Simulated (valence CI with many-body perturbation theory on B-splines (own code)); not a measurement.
## Tm⁶²⁺: electric-dipole lines

Calculated by valence CI with perturbative core correlation (CI+MBPT): five valence electrons over a frozen Dirac-Fock core [He], a basis of 11 s, 11 p, 10 d, 8 f, 5 g, 2 h functions for each j, with the one-electron correlation potential Σ1 (screened to all orders), the two-electron term Σ2, the three-electron term Σ3, Breit, model QED; selected single and double excitations, second order for the rest, scaled by the run's own slope (own B-spline code, finite nucleus).

No measured spectrum was set against this ion. As an estimate, large intervals hold to a few tenths of a per cent, small ones and those within an open d or f shell to about a per cent. Among the levels kept, up to 7400 cm⁻¹ of a level comes from second order outside the variational space, and about a tenth of that is noise between levels of different J, which matters for small intervals.

Lines 201 to 250 of 600 in falling wavelength, among levels below 10809 eV, chosen from the strongest by gf and those to the six lowest levels. Wavelengths and rates use the calculated energies. Electric multipoles are in the length gauge with retardation, E1 and E2 with the static RPA response of the core. Weak lines are less certain than strong ones. Lines between different terms over intervals too small for the method are left out, as are lines whose strength nearly cancels. The highest levels of a list are the least certain.

Levels are named by their leading jj configuration (3d3/2^4 stands for four electrons in 3d with j = 3/2), which in mixed levels can hold well under half, so a name can repeat and another be missing. Letters in brackets count levels of one name in rising energy.

| λ vac (nm) | Upper | Lower | A (s⁻¹) | log gf | Branch % |
| --- | --- | --- | --- | --- | --- |
| 0.9324 | (2p1/2^2 2p3/2^2 3p1/2) J=3/2 | (2s 2p1/2^2 2p3/2 3p1/2) J=1/2 | 3.28e+12 | -0.77 | 0.3 |
| 0.9314 | (2p1/2^2 2p3/2^2 3p1/2) J=5/2 | (2s 2p1/2^2 2p3/2 3p1/2) J=3/2 [b] | 3.68e+12 | -0.54 | 0.4 |
| 0.9300 | (2p1/2^2 2p3/2^2 3s) J=3/2 | (2s 2p1/2^2 2p3/2 3s) J=1/2 | 2.76e+12 | -0.84 | 1.1 |
| 0.9268 | (2s 2p1/2 2p3/2^3) J=3/2 [a] | (2s^2 2p1/2 2p3/2^2) J=3/2 | 4.83e+12 | -0.60 | 95.3 |
| 0.9261 | (2s 2p1/2 2p3/2^2 3p3/2) J=5/2 [b] | (2s^2 2p1/2 2p3/2 3p3/2) J=3/2 [a] | 1.57e+12 | -0.92 | 0.5 |
| 0.9161 | (2p1/2^2 2p3/2^2 3p3/2) J=3/2 | (2s 2p1/2^2 2p3/2 3p3/2) J=1/2 [b] | 3.71e+12 | -0.73 | 1.3 |
| 0.9158 | (2s 2p1/2 2p3/2^2 3d5/2) J=7/2 [c] | (2s^2 2p1/2 2p3/2 3d5/2) J=5/2 [b] | 1.23e+12 | -0.91 | 1.9 |
| 0.9156 | (2s 2p1/2 2p3/2^2 3p3/2) J=7/2 [c] | (2s^2 2p1/2 2p3/2 3p3/2) J=5/2 [b] | 1.69e+12 | -0.77 | 0.7 |
| 0.9153 | (2s 2p1/2 2p3/2^3) J=5/2 | (2s^2 2p1/2 2p3/2^2) J=5/2 | 4.77e+12 | -0.44 | 93.5 |
| 0.9150 | (2s 2p1/2 2p3/2^2 3p3/2) J=5/2 [c] | (2s^2 2p1/2 2p3/2 3p3/2) J=3/2 [b] | 2.00e+12 | -0.82 | 0.8 |
| 0.9138 | (2s 2p1/2 2p3/2^2 3p3/2) J=1/2 [c] | (2s^2 2p1/2 2p3/2 3p3/2) J=1/2 [b] | 3.79e+12 | -1.02 | 1.2 |
| 0.9133 | (2s 2p1/2 2p3/2^2 3d5/2) J=9/2 [c] | (2s^2 2p1/2 2p3/2 3d5/2) J=7/2 [b] | 1.97e+12 | -0.61 | 13.3 |
| 0.9121 | (2s 2p1/2 2p3/2^2 3p3/2) J=3/2 [d] | (2s^2 2p1/2 2p3/2 3p3/2) J=3/2 [b] | 2.49e+12 | -0.91 | 1.8 |
| 0.9114 | (2s 2p1/2 2p3/2^2 3d5/2) J=5/2 [d] | (2s^2 2p1/2 2p3/2 3d5/2) J=5/2 [b] | 2.17e+12 | -0.79 | 0.4 |
| 0.9108 | (2s 2p1/2 2p3/2^2 3d5/2) J=7/2 [d] | (2s^2 2p1/2 2p3/2 3d5/2) J=7/2 [b] | 8.47e+11 | -1.07 | 1.2 |
| 0.9099 | (2s 2p1/2 2p3/2^2 3d3/2) J=3/2 [c] | (2s^2 2p1/2 2p3/2 3d3/2) J=5/2 [a] | 2.71e+12 | -0.87 | 0.9 |
| 0.9094 | (2s 2p1/2 2p3/2^2 3d5/2) J=3/2 [b] | (2s^2 2p1/2 2p3/2 3d5/2) J=3/2 [b] | 1.88e+12 | -1.03 | 0.1 |
| 0.9089 | (2s 2p1/2 2p3/2^2 3d5/2) J=3/2 [c] | (2s^2 2p1/2 2p3/2 3d5/2) J=1/2 | 2.74e+12 | -0.87 | 1.6 |
| 0.9082 | (2s 2p1/2 2p3/2^3) J=1/2 | (2s^2 2p1/2 2p3/2^2) J=1/2 | 3.42e+12 | -1.07 | 26.4 |
| 0.9080 | (2s 2p1/2^2 2p3/2 3d5/2) J=7/2 [b] | (2s^2 2p1/2^2 3d5/2) J=5/2 | 5.66e+12 | -0.25 | 1.8 |
| 0.9078 | (2s 2p1/2^2 2p3/2 3d3/2) J=3/2 [b] | (2s^2 2p1/2^2 3d3/2) J=3/2 | 5.15e+12 | -0.59 | 5.0 |
| 0.9075 | (2s 2p1/2 2p3/2^2 3d5/2) J=7/2 [e] | (2s^2 2p1/2 2p3/2 3d5/2) J=7/2 [b] | 3.76e+12 | -0.43 | 0.3 |
| 0.9068 | (2s 2p1/2 2p3/2^2 3d5/2) J=5/2 [e] | (2s^2 2p1/2 2p3/2 3d5/2) J=3/2 [b] | 2.85e+12 | -0.68 | 0.8 |
| 0.9067 | (2s 2p1/2^2 2p3/2 3p3/2) J=5/2 [b] | (2s^2 2p1/2^2 3p3/2) J=3/2 | 6.17e+12 | -0.34 | 3.3 |
| 0.9057 | (2s 2p1/2 2p3/2^2 3d5/2) J=3/2 [c] | (2s^2 2p1/2 2p3/2 3d5/2) J=3/2 [b] | 1.69e+12 | -1.08 | 1.0 |
| 0.9052 | (2s 2p1/2 2p3/2^2 3d5/2) J=7/2 [c] | (2s^2 2p1/2 2p3/2 3d5/2) J=5/2 [a] | 1.27e+12 | -0.90 | 1.9 |
| 0.9044 | (2s 2p1/2 2p3/2^2 3p3/2) J=5/2 [e] | (2s^2 2p1/2 2p3/2 3p3/2) J=5/2 [b] | 5.49e+12 | -0.39 | 14.4 |
| 0.9044 | (2s 2p1/2^2 2p3/2 3s) J=1/2 | (2s^2 2p1/2^2 3s) J=1/2 | 6.08e+12 | -0.83 | 3.4 |
| 0.9037 | (2s 2p1/2 2p3/2^2 3s) J=1/2 [a] | (2s^2 2p1/2 2p3/2 3s) J=3/2 [a] | 4.47e+12 | -0.96 | 4.0 |
| 0.9035 | (2p1/2 2p3/2^4) J=1/2 | (2s 2p1/2 2p3/2^3) J=3/2 [b] | 1.37e+13 | -0.47 | 66.7 |
| 0.9029 | (2s 2p1/2 2p3/2^2 3p3/2) J=3/2 [c] | (2s^2 2p1/2 2p3/2 3p3/2) J=5/2 [a] | 3.66e+12 | -0.75 | 2.6 |
| 0.9028 | (2s 2p1/2 2p3/2^2 3p3/2) J=3/2 [f] | (2s^2 2p1/2 2p3/2 3p3/2) J=1/2 [b] | 2.17e+12 | -0.97 | 1.6 |
| 0.9026 | (2s 2p1/2 2p3/2^2 3p3/2) J=3/2 [e] | (2s^2 2p1/2 2p3/2 3p3/2) J=3/2 [b] | 2.82e+12 | -0.86 | 1.4 |
| 0.9022 | (2s 2p1/2 2p3/2^3) J=3/2 [b] | (2s^2 2p1/2 2p3/2^2) J=1/2 | 3.05e+12 | -0.83 | 23.7 |
| 0.9022 | (2s 2p1/2 2p3/2^2 3d3/2) J=3/2 [f] | (2s^2 2p1/2 2p3/2 3d3/2) J=1/2 [b] | 2.01e+12 | -1.01 | 0.2 |
| 0.9022 | (2s 2p1/2^2 2p3/2 3p1/2) J=1/2 | (2s^2 2p1/2^2 3p1/2) J=1/2 | 6.66e+12 | -0.79 | 1.3 |
| 0.9018 | (2s 2p1/2 2p3/2^2 3d5/2) J=3/2 [d] | (2s^2 2p1/2 2p3/2 3d5/2) J=1/2 | 1.92e+12 | -1.03 | 0.1 |
| 0.9016 | (2s 2p1/2 2p3/2^2 3d3/2) J=7/2 [c] | (2s^2 2p1/2 2p3/2 3d3/2) J=7/2 | 6.45e+12 | -0.20 | 9.0 |
| 0.9016 | (2s 2p1/2^2 2p3/2 3d3/2) J=5/2 [b] | (2s^2 2p1/2^2 3d3/2) J=3/2 | 5.52e+12 | -0.39 | 26.7 |
| 0.9011 | (2s 2p1/2^2 2p3/2 3p1/2) J=3/2 [b] | (2s^2 2p1/2^2 3p1/2) J=1/2 | 6.31e+12 | -0.51 | 1.7 |
| 0.9003 | (2s 2p1/2 2p3/2^2 3d3/2) J=3/2 [e] | (2s^2 2p1/2 2p3/2 3d3/2) J=5/2 [b] | 2.82e+12 | -0.86 | 0.3 |
| 0.9002 | (2s 2p1/2 2p3/2^3) J=5/2 | (2s^2 2p1/2 2p3/2^2) J=3/2 | 2.97e+11 | -1.66 | 5.8 |
| 0.8996 | (2p1/2^2 2p3/2^3) J=3/2 | (2s 2p1/2^2 2p3/2^2) J=3/2 | 9.86e+12 | -0.32 | 64.6 |
| 0.8995 | (2s 2p1/2 2p3/2^2 3s) J=3/2 [d] | (2s^2 2p1/2 2p3/2 3s) J=3/2 [b] | 7.83e+12 | -0.42 | 5.5 |
| 0.8994 | (2s 2p1/2 2p3/2^2 3d5/2) J=5/2 [d] | (2s^2 2p1/2 2p3/2 3d5/2) J=3/2 [a] | 3.48e+12 | -0.60 | 0.7 |
| 0.8994 | (2s 2p1/2 2p3/2^2 3d5/2) J=5/2 [c] | (2s^2 2p1/2 2p3/2 3d5/2) J=7/2 [a] | 3.60e+12 | -0.58 | 0.6 |
| 0.8993 | (2s 2p1/2 2p3/2^2 3d3/2) J=5/2 [e] | (2s^2 2p1/2 2p3/2 3d3/2) J=3/2 [b] | 1.37e+12 | -1.00 | 0.1 |
| 0.8987 | (2p1/2^2 2p3/2^3) J=3/2 | (2s 2p1/2^2 2p3/2^2) J=1/2 | 2.25e+12 | -0.96 | 14.8 |
| 0.8984 | (2s 2p1/2^2 2p3/2 3d5/2) J=5/2 [b] | (2s^2 2p1/2^2 3d5/2) J=5/2 | 6.32e+12 | -0.34 | 0.4 |
| 0.8983 | (2s 2p1/2 2p3/2^2 3p3/2) J=1/2 [b] | (2s^2 2p1/2 2p3/2 3p3/2) J=3/2 [a] | 7.11e+12 | -0.76 | 42.0 |

Q: How does gf follow from A for the line at 0.9261 nm?

A: gf = 1.4992 × (2J+1)_upper × A / σ², with σ = 10798359 cm⁻¹ and 2J+1 = 6: gf = 0.121.
